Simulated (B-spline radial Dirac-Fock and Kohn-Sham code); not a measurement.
# Ca⁺: eigenvalues, ΔSCF and the reference

System: calcium as Ca⁺, 1s2 2s2 2p6 3s2 3p6 4s1.

The density-functional columns are spherical, spin-unpolarised Dirac-Kohn-Sham results without Breit or QED terms: −ε is minus the orbital energy of the initial state and ΔSCF the difference of two total energies. The reference in the last column comes from multi-electron Dirac-Fock with separately optimised hole states, Breit and Lamb-shift corrections added in first order. All numbers are from an atomic code on a B-spline grid, in eV; a selection of levels is shown.

```
     level  LDA −ε  LDA ΔSCF  PBE −ε  PBE ΔSCF  Dirac-Fock
    K (1s)  3944.5    4061.7  3955.9    4073.4      4055.5
   L1 (2s)   420.1     442.0   421.3     443.1       457.6
L2 (2p1/2)   344.0     368.9   344.1     369.0       368.4
L3 (2p3/2)   340.4     365.0   340.4     365.1       364.8
M2 (3p1/2)   35.18     42.74   35.14     42.69       41.46
M3 (3p3/2)   34.79     42.31   34.75     42.27       41.08
   N1 (4s)    9.17     11.94    8.97     11.82       11.35
```

Problem. Order the estimates of the K (1s) level by their distance from the Dirac-Fock value, nearest first.
A. PBE −ε
B. LDA ΔSCF
C. LDA −ε
D. PBE ΔSCF

Solution. B (6.2 eV), D (17.9 eV), A (99.6 eV), C (111.0 eV).

For the outermost level NIST gives 11.87172 eV (measured); the differences from it are LDA −ε -2.70, LDA ΔSCF +0.07, PBE −ε -2.91, PBE ΔSCF -0.05, Dirac-Fock -0.52 eV.

Values without a named source are computed, but for edge energies of neutral atoms, which are taken from tables.
